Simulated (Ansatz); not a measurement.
`CBC` + `N[SiH3]` → `CBN[SiH3]` + CH₄ at 600 K and 1 bar (ligand exchange at a B–C bond).

Program: Ansatz. Geometries: PBE0-D4/def2-TZVP. ΔE: electronic, gas phase. CBS: MP2 limit from def2 TZ/QZ plus the TZ coupled-cluster correction, frozen cores. This one scheme is used for every species. One conformer a species, not always the lowest.

```tsv
species	CCSD(T)/CBS energy (Eh)	H − E (kJ/mol)	S (J/(mol·K))
`CBC`	-105.11307	269.5	357.3
`N[SiH3]`	-346.80422	170.6	320.8
`CBN[SiH3]`	-411.50704	302.9	425.3
CH₄	-40.46206	140.4	215.7
```

H − E and S are ideal-gas, rigid-rotor, harmonic terms from PBE0-D4/def2-TZVP, for one conformer and one mirror image of each species. 1 Eh = 2625.50 kJ/mol, R = 8.31446 J/(mol·K).

**Question.** By hand: ΔE, ΔH, ΔS and ΔG.

**Answer.** ΔE = (-411.50704) + (-40.46206) − (-105.11307) − (-346.80422) = -0.05181 Eh = -136.0 kJ/mol. Δ(H − E) = 302.9 + 140.4 − 269.5 − 170.6 = 3.2, so ΔH = -132.8 kJ/mol. ΔS = 425.3 + 215.7 − 357.3 − 320.8 = -37.1 J/(mol·K). ΔG = -132.8 − 600 × (-37.1)/1000 = -110.5 kJ/mol.

**Question.** By hand: the equilibrium constant, and the temperature at which ΔG would vanish if ΔH and ΔS stayed fixed.

**Answer.** log₁₀ K = −ΔG/(RT ln 10) = 9.6. ΔG = 0 at ΔH/ΔS = 3580 K, far beyond where these terms or the molecules hold.

ΔH outweighs TΔS. A doubt of 5 kJ/mol in ΔE shifts log₁₀ K by 0.4 here. Other conformers and mirror images would add mixing entropy, several J/(mol·K) or more a flexible species. These are equilibria of isolated gas molecules and say nothing of rates. Largest T1 diagnostic: 0.012 (customary marks: 0.02 for closed shells, 0.045 for open ones).
